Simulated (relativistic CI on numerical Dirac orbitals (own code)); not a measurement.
Cr20+: what numerical and physical settings do to a radial Dirac CI calculation

Reference input:

```
atom Cr  Z=24  charge=20  electrons=4
nucleus A=52  rms_radius_fm=3.6452
hamiltonian dirac-coulomb  breit=on  qed=on  c_scale=1
orbitals kli  potential=per-configuration
slater_scale 1
correlation none
mixing on
grid step=0.0125 r_max=5.3
scf mixing=0.4 start=green max_iterations=150 tolerance=2e-08 node_fill=0.05
configurations
  [He] 2s2
end
```

Computed lowest total energy -688.08594 Ha, 7 SCF steps. Runs with settings changed; * marks those that are bad on purpose (the QED terms keep the true α when c is scaled):

```tsv
Changed	Outcome	Lowest level	ΔE (Ha)	First excitation (cm⁻¹)	SCF steps	Message
Breit term off	converged	2s2 1S_0	-0.212		7	
grid step 0.006	converged	2s2 1S_0	-2.78e-05		7	
SCF mixing 0.7	converged	2s2 1S_0	6.87e-10		6	
speed of light × 0.8	converged	2s2 1S_0	-2.99		8	
nuclear radius 3645.2 fm *	converged	2s2 1S_0	277		7	
SCF mixing 2.5 *	converged	2s2 1S_0	7.62e-10		8
```
